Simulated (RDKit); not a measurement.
Input file for RDKit: UFF on C2H3N (SMILES CC#N).

```python
from rdkit import Chem
from rdkit.Chem import AllChem, rdDetermineBonds

blocks = [
'''6

C     0.19250141    1.30180665    0.16281910
C    -0.63658801    0.10867104    0.14241081
N    -1.29259930   -0.83563949    0.16213596
H    -0.28916587    2.10573048   -0.39424763
H     0.32421596    1.60196636    1.20467507
H     1.16360358    1.09380567   -0.28701486
''',
]
mol = None
for b in blocks:
    f = Chem.MolFromXYZBlock(b)
    rdDetermineBonds.DetermineBonds(f, charge=0)
    mol = f if mol is None else Chem.CombineMols(mol, f)
Chem.SanitizeMol(mol)
print(Chem.MolToSmiles(Chem.RemoveHs(mol)))
ff = AllChem.UFFGetMoleculeForceField(mol, vdwThresh=100.0, ignoreInterfragInteractions=False)
e = ff.CalcEnergy()
print(f'UFF energy {e:.6f} kcal/mol')
```

Output:

```
CC#N
UFF energy 0.439086 kcal/mol
```

The run finished.

Cost: around 0.03 core-seconds (rough).
